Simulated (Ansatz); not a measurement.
`CCC(CC(C)c1ccc(OC(C)=O)cc1)c1ccc(OC(C)=O)cc1` with charge +1. The state is a doublet with charge 1. Geometry r2SCAN-D4/def2-SVP; atoms count from 1.

Cartesian coordinates in Å:
```
C 3.6117 -0.6764 2.5918
C 2.1108 -0.7434 2.3456
C 1.7175 -0.5602 0.8532
C 0.1824 -0.7420 0.7268
C -0.3624 -0.8813 -0.7244
C -0.3667 0.4303 -1.5117
C -1.7216 -1.5141 -0.5836
C -2.8945 -0.7441 -0.3943
C -4.1217 -1.3585 -0.2278
C -4.2174 -2.7737 -0.2271
O -5.4773 -3.2364 -0.0762
C -5.8229 -4.5722 0.2224
C -7.3073 -4.6948 0.2114
O -5.0079 -5.4134 0.4543
C -3.0592 -3.5676 -0.4095
C -1.8414 -2.9269 -0.5742
C 2.2247 0.7448 0.3243
C 3.2162 0.7868 -0.6835
C 3.6985 1.9941 -1.1580
C 3.1921 3.2075 -0.6375
O 3.7575 4.3233 -1.1521
C 3.1348 5.5867 -1.1592
C 4.1021 6.5999 -1.6659
O 1.9990 5.7405 -0.8232
C 2.2165 3.1952 0.3871
C 1.7562 1.9737 0.8522
H 4.0227 0.3169 2.3517
H 3.8378 -0.8850 3.6483
H 4.1518 -1.4206 1.9841
H 1.5864 0.0165 2.9523
H 1.7159 -1.7208 2.6716
H 2.2016 -1.3723 0.2807
H -0.0684 -1.6550 1.2933
H -0.3520 0.0835 1.2312
H 0.2852 -1.6102 -1.2452
H -0.8945 0.3064 -2.4695
H 0.6539 0.7635 -1.7409
H -0.8558 1.2443 -0.9531
H -2.8407 0.3479 -0.3942
H -5.0396 -0.7806 -0.0937
H -7.7005 -4.3942 -0.7721
H -7.7425 -4.0085 0.9543
H -7.5896 -5.7293 0.4372
H -3.1251 -4.6537 -0.4184
H -0.9428 -3.5352 -0.7221
H 3.6032 -0.1506 -1.0943
H 4.4661 2.0431 -1.9339
H 4.4345 6.3231 -2.6782
H 4.9986 6.6123 -1.0272
H 3.6264 7.5867 -1.6780
H 1.8378 4.1271 0.8030
H 1.0100 1.9670 1.6523
```

Single mean-field runs in def2-TZVP are fitted with def2-universal-jkfit.

**Question.** Estimate the Mulliken populations of the heavy atoms from the PBE0/def2-TZVP orbitals of Ansatz.

**Answer.** 
```
atom  charge (e)  spin (α − β)
  C1       -0.38          0.01
  C2       -0.17          0.03
  C3       -0.07          0.01
  C4       -0.29          0.05
  C5       -0.04          0.00
  C6       -0.39          0.00
  C7        0.27          0.19
  C8       -0.19         -0.01
  C9       -0.19          0.04
 C10        0.29          0.16
 O11       -0.18          0.06
 C12        0.30          0.00
 C13       -0.37          0.00
 O14       -0.27          0.01
 C15       -0.17          0.01
 C16       -0.21          0.03
 C17        0.12          0.16
 C18       -0.12          0.00
 C19       -0.21          0.03
 C20        0.31          0.14
 O21       -0.19          0.05
 C22        0.30          0.00
 C23       -0.37          0.00
 O24       -0.27          0.01
 C25       -0.20          0.01
 C26       -0.18          0.02
```
Mulliken values depend strongly on the basis.

**Question.** Where does the spin sit?

**Answer.** Summed by element: C 0.86, O 0.14, H -0.01, of 1 unpaired in all. Largest on single atoms: C7 0.19, C17 0.16, C10 0.16.

**Question.** And the Mayer bond orders between heavy atoms (over 0.3)?

**Answer.** C1–C2 1.02 (1.52 Å); C2–C3 0.99 (1.55 Å); C3–C4 0.95 (1.55 Å); C3–C17 0.92 (1.50 Å); C4–C5 0.95 (1.56 Å); C5–C6 1.04 (1.53 Å); C5–C7 0.89 (1.51 Å); C7–C8 1.25 (1.42 Å); C7–C16 1.27 (1.42 Å); C8–C9 1.52 (1.38 Å); C9–C10 1.28 (1.42 Å); C10–O11 1.11 (1.35 Å); C10–C15 1.32 (1.42 Å); O11–C12 0.98 (1.41 Å); C12–C13 1.03 (1.49 Å); C12–O14 2.06 (1.19 Å); C15–C16 1.49 (1.39 Å); C17–C18 1.26 (1.41 Å); C17–C26 1.21 (1.42 Å); C18–C19 1.49 (1.38 Å); C19–C20 1.29 (1.41 Å); C20–O21 1.09 (1.35 Å); C20–C25 1.31 (1.41 Å); O21–C22 0.99 (1.41 Å); C22–C23 1.03 (1.49 Å); C22–O24 2.08 (1.19 Å); C25–C26 1.51 (1.39 Å).
